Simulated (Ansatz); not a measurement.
The molecule BeSi+, multiplicity 4 (an upper state: multiplicity 2 came lower at CCSD(T)/def2-TZVPP on PBE0 minima).

Constants: fifth-degree fit in 1/R to seven points, most abundant isotopes. In def2 and cc sets the state is the lowest found near the PBE0 minimum, followed along R.

Correlated levels freeze the inner cores; with def2 sets outer-core shells near the valence are correlated too.

Codes used: Ansatz (Gaussian orbitals). 

**Question.** What bond length and harmonic frequency does PBE/def2-TZVPP give?

**Answer.** r_e = 2.039 Å, ω_e = 658 cm⁻¹.

**Question.** What bond length and harmonic frequency does PBE0/def2-TZVPP give?

**Answer.** r_e = 2.017 Å, ω_e = 693 cm⁻¹.

**Question.** What bond length and harmonic frequency does CCSD(T)/def2-TZVPP give?

**Answer.** r_e = 2.033 Å, ω_e = 678 cm⁻¹.

Ansatz is an electronic-structure program.
